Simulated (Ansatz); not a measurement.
Coupled-cluster diagnostics for GaMe2H (C2H7Ga), Ansatz.

Geometry of the singlet (PBE-D4/def2-SVP):

```csv
atom,x (Å),y (Å),z (Å)
Ga1,0.3139,0.0699,0.7080
C2,-0.3543,-1.6879,0.0751
H3,0.2402,-2.0202,-0.8030
H4,-1.4055,-1.5994,-0.2721
H5,-0.3021,-2.4775,0.8493
C6,0.1741,1.6460,-0.4892
H7,-0.8967,1.8945,-0.6527
H8,0.6000,1.4153,-1.4884
H9,0.6799,2.5443,-0.0855
H10,0.9504,0.2149,2.1586
```

Correlated methods freeze 11 core orbitals; core or outer-core shells of Ga are correlated, in sets that lack core-valence functions.

Task: Estimate the CCSD(T) correlation energy, the shares of MP2 and (T), T1 and the reference's ⟨S²⟩ for: charge 0, singlet, own geometry in def2-TZVPP; and the rough time on 4 threads of Arm Neoverse V2 on a shared host.

Result: 
| state | basis | correlation (eV) | MP2 share (%) | (T) share (%) | T1 | ⟨S²⟩ (pure) | wall time |
| --- | --- | --- | --- | --- | --- | --- | --- |
| charge 0, singlet, own geometry | def2-TZVPP | -17.795 | 91.7 | 3.7 | 0.011 | 0.00 (0.00) | 47 s |
Customary marks for T1 are 0.02 (closed shells), 0.045 (open shells) and about 0.05 (3d metals). T1 stays under 0.02 throughout.
